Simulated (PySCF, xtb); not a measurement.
Zn(Cl)(OSiH3) (ClH3OSiZn), SMILES [SiH3][O][Zn][Cl]. The values are those of a single conformer.

Harmonic wavenumbers (cm⁻¹) from GFN2-xTB run with xtb 6.7.1 at its own minimum, in rising order: 41, 47, 96, 122, 275, 382, 589, 594, 746, 784, 818, 942, 2191, 2213, 2242.

Task: What does PBE-D3(BJ)/def2-SVP run with PySCF give at its own minimum? (Estimate from the structure and the level; the computed values follow.)

Result: 41, 61, 118, 146, 380, 548, 695, 711, 907, 917, 975, 978, 2124, 2128, 2169. Paired by order, the mean absolute difference is 84 cm⁻¹ and the zero-point energies are 17.3 and 18.4 kcal/mol.
